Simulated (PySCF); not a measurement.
# How methods differ on the excitation energy of Ba

Ba [Xe] 6s2 (1S) → Ba [Xe] 5d1 6s1 (3D), as a difference of total energies. All numbers are calculated (PySCF 2.14, scalar relativity by spin-free X2C-1e, in aug-cc-pwCVTZ-X2C with one added diffuse shell each of s, p, d, f type (12s11p9d5f, 125 functions)). Correlated levels: valence: [Xe] frozen; valence and next inner shell: [Kr] 4d10 frozen. The calculations carry no spin-orbit coupling.

| method | excitation energy (eV) |
| --- | --- |
| UHF | 0.804 |
| LDA | 0.924 |
| PBE | 0.763 |
| PBE0 | 0.783 |
| r2SCAN | 0.447 |
| r2SCAN0 | 0.588 |
| M06 | 1.458 |
| r2SCANh | 0.504 |
| MP2 (valence) | 1.183 |
| SCS-MP2 (valence) | 1.344 |
| MP2 (valence and next inner shell) | 1.275 |
| SCS-MP2 (valence and next inner shell) | 1.399 |

Errors of the correlated levels include the incompleteness of this basis and the frozen core.

**Question.** Which method comes closest to the reference value, and which is furthest?

**Answer.** The reference is 1.160 eV (measured; NIST levels, between the centres of gravity of the two terms). Closest: MP2 (valence) (error 0.023 eV); furthest: r2SCAN (error -0.713 eV).
